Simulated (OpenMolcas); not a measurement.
Ionisation energies of niobium

```yaml
Program: OpenMolcas
Basis: ANO-RCC-VQZP [8s7p5d3f2g1h]
Scalar_Hamiltonian: DKH2, point nucleus
Spin-orbit_coupling: RASSI with atomic mean-field integrals over the reference wave functions, term energies averaged over their components
```

Active shells in each charge state: the valence d, s shells, with orbitals averaged over the low states. Where CASPT2's correlated closed shells are named, they are those of the first ion.

A. CASSCF
B. SS-CASPT2, IPEA 0.25 Eh, imaginary shift 0.1 Eh (closed shells correlated: 4s 4p)
C. SS-CASPT2, IPEA 0 Eh, imaginary shift 0.1 Eh (closed shells correlated: 4s 4p)
D. SS-CASPT2, IPEA 0.25 Eh, imaginary shift 0.1 Eh (closed shells correlated: 3d 4s 4p)

Energies in eV between the lowest computed levels, named as in B; reference values from the NIST Atomic Spectra Database with their kind.

```csv
From,To,A,B,C,D,Spin-orbit share in B,Reference
Nb 4d4 5s 6D 1/2,Nb+ 4d4 5D0,6.120,6.781,6.978,6.798,-0.022,6.759 (measured)
Nb+ 4d4 5D0,Nb2+ 4d3 4F 3/2,12.918,14.125,14.212,14.112,-0.029,14.320 (semi-empirical)
```

Other lowest levels: A, Nb 4d4 5s 6D 1/2 to 4d3 5s 5F1; A, Nb+ 4d3 5s 5F1 to 4d3 4F 3/2.

Error against the reference values, in %:

```json
{"From": "Nb", "Reference": "measured", "A": "-9.5", "B": "+0.3", "C": "+3.2", "D": "+0.6"}
{"From": "Nb+", "Reference": "semi-empirical", "A": "-9.8", "B": "-1.4", "C": "-0.8", "D": "-1.5"}
```

Absolute error against the one measured value: A 0.64 eV, B 0.02 eV, C 0.22 eV, D 0.04 eV. B lies closest.

The lowest level within the active space need not be the ion's true ground level.
